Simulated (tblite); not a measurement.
Compound: C4H10ClSi2 (doublet state).
Geometry (GFN2-xTB, Å), atoms numbered from 1 in this order:
```xyz
17
C4H10ClSi2 angstrom
C     -2.525   -0.314   -0.314
C     -1.336    0.564   -0.686
Si     0.167    0.283    0.445
Cl    -0.386    0.605    2.382
C      1.771    1.226   -0.020
Si     2.745   -0.431   -0.202
C      1.111   -1.373    0.224
H     -3.372   -0.118   -0.971
H     -2.266   -1.367   -0.397
H     -2.837   -0.121    0.710
H     -1.049    0.363   -1.718
H     -1.636    1.611   -0.644
H      1.701    1.836   -0.916
H      2.160    1.869    0.766
H      3.834   -0.618    0.765
H      0.724   -2.023   -0.557
H      1.187   -1.979    1.124
```

Computed values, GFN2-xTB/tblite, gas phase, harmonic and unscaled. The method is semi-empirical: single wavenumbers can be off by several per cent or more. Modes of hydrogen on silicon can be 10 to 20 % off. One conformer, not necessarily the lowest. Open shells enter through the occupations alone, without spin polarisation, and single modes of such species can be off by tens of per cent.

Harmonic wavenumbers (cm⁻¹): 43.0, 53.2, 107.6, 134.3, 152.8, 180.7, 244.0, 267.2, 357.9, 461.7, 476.3, 512.0, 606.0, 633.2, 643.4, 672.6, 708.1, 734.7, 748.8, 791.8, 899.0, 945.5, 984.0, 1023.1, 1072.8, 1074.6, 1079.1, 1240.9, 1292.7, 1420.4, 1457.3, 1462.1, 1482.4, 1509.3, 1512.2, 2174.8, 2976.0, 2993.3, 2997.7, 3000.7, 3013.3, 3015.0, 3018.7, 3029.0, 3036.6.

A = 2021, B = 1045, C = 851.5 MHz; mass 149.001 u (most abundant isotopes); point group C1, symmetry number 1; spin multiplicity 2.

Task: What is the zero-point energy?

Result: Half the sum of the wavenumbers: 28120 cm⁻¹ = 80.40 kcal/mol.

Task: Give the ideal-gas entropy at 400 K and 1 bar in the rigid-rotor, harmonic-oscillator model (classical rotation).

Result: Translation 42.39, rotation 30.45, vibration 41.25, spin (R ln 2) 1.38: S = 115.5 cal/(mol K).

Task: And Cp and H(400 K) − H(0)?

Result: Cp = 47.30 cal/(mol K), of which vibrations give 39.35 (their classical limit is 45 R = 89.4); H(400 K) − H(0) = 11.52 kcal/mol without the zero-point energy, 8.34 from vibrations.

Task: How do the functions run with temperature in this model?

Result: 
```tsv
T (K)	S (cal/(mol K))	Cp (cal/(mol K))	H − H(0) (kcal/mol)	G − H(0) (kcal/mol)	ln q(vib)
100	73.0	19.5	1.36	-5.93	2.05
200	89.4	29.1	3.79	-14.09	4.88
300	103.1	38.8	7.20	-23.73	7.61
500	126.8	54.2	16.61	-46.79	12.85
800	155.6	68.3	35.17	-89.32	20.06
1000	171.6	74.6	49.49	-122.07	24.42
```

q(vib) and H(0) count from the zero-point level.

Task: Which modes carry the vibrational entropy at 400 K?

Result: 43.0 cm⁻¹: 5.70; 53.2 cm⁻¹: 5.28; 107.6 cm⁻¹: 3.89; 134.3 cm⁻¹: 3.45; 152.8 cm⁻¹: 3.20; 180.7 cm⁻¹: 2.88 cal/(mol K); the other 39 give 16.86 together.

Task: Blend soft modes into free rotors: weight 1/[1 + (100 cm⁻¹/ν̃)⁴] for the oscillator and the rest for a rotor with moment μB/(μ + B), μ = h/(8π²ν), B = 10⁻⁴⁴ kg m². What vibrational entropy results?

Result: 37.62 cal/(mol K) in place of 41.25, which changes −T·S at 400 K by +1.45 kcal/mol.

Task: What must be added to the electronic energy to get the Gibbs energy at 400 K and 1 bar?

Result: ZPE + [H(400 K) − H(0)] − T·S = 80.40 + 11.52 − 46.19 = 45.73 kcal/mol.

Hindered rotation and anharmonicity are outside this model. Other conformers, if any are populated, would add a mixing term that is left out. The structure is chiral; the term R ln 2 for an equal mix with its mirror image is left out.
